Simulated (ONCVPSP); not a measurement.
Configuration tests for oxygen (ONCV)

* Element: O
* Generator: ONCVPSP 4.0.1
* Type: optimised norm-conserving Vanderbilt (ONCV)
* Functional: LDA (Perdew-Zunger)
* Relativity: scalar-relativistic
* Frozen core: [He]
* Valence charge: 6
* Reference configuration: 2s2 2p2 (charge +2)
* Partial waves: 2s: rc 0.80 bohr, ncon 3, nbas 7, qcut 7.3 1/bohr, 1 projector; 2p: rc 1.60 bohr, ncon 4, nbas 9, qcut 9.4 1/bohr, 3 projectors, debl 3.5 Ha; d scattering state at 0.46 Ha: rc 1.35 bohr, ncon 4, nbas 7, qcut 6.9 1/bohr, 2 projectors, debl 1.4 Ha
* Local potential: polynomial inside 0.75 bohr (lpopt 4, dvloc0 4 Ha)
* Core correction: none

Energies are relative to the spin-unpolarised reference configuration 2s2 2p2; without spin polarisation the order of configurations can differ from experiment.

| valence configuration | charge | ΔE all-electron (eV) | error AE − PS (meV) |
| --- | --- | --- | --- |
| 2s2 2p3 | +1 | -33.708 | +123 |
| 2s2 2p1 | +3 | 53.964 | +267 |
| 2s2 2p3.5 | +0.5 | -43.926 | +217 |

(1) What are ΔE and the potential's error for 2s2 2p4?

Levels in the configuration 2s2 2p3.5:

```tsv
level	all-electron (eV)	pseudo (eV)
2s	-31.156	-31.118
2p	-16.431	-16.609
```

Answers

(1) ΔE = -50.292 eV all-electron; the error (AE − PS) is +297 meV.
